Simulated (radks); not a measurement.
Neutral platinum inside a hard spherical wall (all orbitals vanish at R), configuration held at [Xe] 4f14 5d9 6s1 and not refilled when levels cross. All-electron calculation, scalar-relativistic Kohn-Sham, r2SCAN, spin-polarised, spherical densities, finite nucleus; open shells are filled with parallel spins first (spin-orbit coupling, left out, can overturn this in heavy ions); meta-GGA in the generalised Kohn-Sham scheme; Fermi nuclear charge, rms radius 5.427 fm. Program: a radial shooting solver on a logarithmic mesh with Libxc functionals. Eigenvalues in eV for spin up, with the zero of energy where the potential of the charges vanishes at infinity; a dash marks a level that is unbound or too diffuse for the functional's potential to be trusted. A positive occupied level is held by the wall or, in an anion where self-interaction has pushed it up, behind a barrier. The pressure on the wall is -dE/dV.

[
 {"R (bohr)": "free", "E (hartree)": "-18411.7777", "kinetic (hartree)": "20525.223", "e(4f)": "-70.798", "e(5p)": "-57.771", "e(5d)": "-6.747", "e(6s)": "-6.406", "e(6p, empty)": "-", "e(7s, empty)": "-", "pressure (GPa)": "0"},
 {"R (bohr)": "20", "E (hartree)": "-18411.7777", "kinetic (hartree)": "20525.223", "e(4f)": "-70.798", "e(5p)": "-57.771", "e(5d)": "-6.747", "e(6s)": "-6.406", "e(6p, empty)": "-0.746", "e(7s, empty)": "-", "pressure (GPa)": "< 0.0001"},
 {"R (bohr)": "7", "E (hartree)": "-18411.7733", "kinetic (hartree)": "20525.264", "e(4f)": "-70.578", "e(5p)": "-57.554", "e(5d)": "-6.554", "e(6s)": "-6.214", "e(6p, empty)": "0.126", "e(7s, empty)": "7.439", "pressure (GPa)": "0.295"},
 {"R (bohr)": "6", "E (hartree)": "-18411.7599", "kinetic (hartree)": "20525.359", "e(4f)": "-70.147", "e(5p)": "-57.138", "e(5d)": "-6.187", "e(6s)": "-5.803", "e(6p, empty)": "1.146", "e(7s, empty)": "12.312", "pressure (GPa)": "1.62"},
 {"R (bohr)": "3.5", "E (hartree)": "-18411.0486", "kinetic (hartree)": "20528.764", "e(4f)": "-61.057", "e(5p)": "-49.099", "e(5d)": "1.387", "e(6s)": "5.632", "e(6p, empty)": "19.206", "e(7s, empty)": "69.177", "pressure (GPa)": "230"},
 {"R (bohr)": "3", "E (hartree)": "-18410.0486", "kinetic (hartree)": "20532.957", "e(4f)": "-53.582", "e(5p)": "-42.968", "e(5d)": "7.985", "e(6s)": "17.578", "e(6p, empty)": "35.772", "e(7s, empty)": "111.35", "pressure (GPa)": "810"},
 {"R (bohr)": "2", "E (hartree)": "-18397.9630", "kinetic (hartree)": "20579.654", "e(4f)": "-8.695", "e(5p)": "-5.565", "e(5d)": "54.731", "e(6s)": "118.41", "e(6p, empty)": "159.44", "e(7s, empty)": "374.54", "pressure (GPa)": "19600"},
 {"R (bohr)": "1.5", "E (hartree)": "-18358.2631", "kinetic (hartree)": "20718.041", "e(4f)": "66.092", "e(5p)": "74.752", "e(5d)": "156.03", "e(6s)": "347.77", "e(6p, empty)": "415.08", "e(7s, empty)": "856.45", "pressure (GPa)": "167000"}
]
